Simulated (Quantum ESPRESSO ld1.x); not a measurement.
The numbers below are computed, except where a source is named.
One sound ld1.x (Quantum ESPRESSO 7.5) input for the vanadium ion V2+ gives E = -946.2998 hartree in 40 iterations:

```
 &input
    zed=23.0,
    iswitch=1,
    rel=1,
    lsd=1,
    dft='PZ',
    config='[Ar] 3d3',
    prefix='ld1',
    max_out_wfc=37,
    file_charge='ld1.rho',
 /
```

Changed or added lines, one case at a time, and what came of them:

- atom='Xx' (without zed): crashed. The symbol names no element; the program warns, takes a nuclear charge of zero and dies without a result.
- config='[Ar] 3d3 4p4': not converged. The string holds 25 electrons for Z = 23, so the species has charge -2 and is not the one meant. The extra electrons are not bound, and the cycle does not converge.
- tr2=1e-1: inaccurate. The cycle stops early, after 5 iterations, and the energy is off by +0.6716 hartree against the sound run.
- config='[Ar] 3d3 8s1': refused. The program stops in el_config with "wrong main quantum number": the config string takes n from 1 to 7 alone.
- rel=2: refused. The program stops in ld1_readin with "local spin density and spin-orbit not allowed": spin polarisation goes with rel = 0 or 1 alone.
- dft='SCANN': refused. The program stops in set_dft_from_name with "libxc needed for this functional": the name is not a functional that the program knows.
- lsd=2: refused. The program stops in ld1_readin with "lsd not correct": lsd takes 0 or 1.
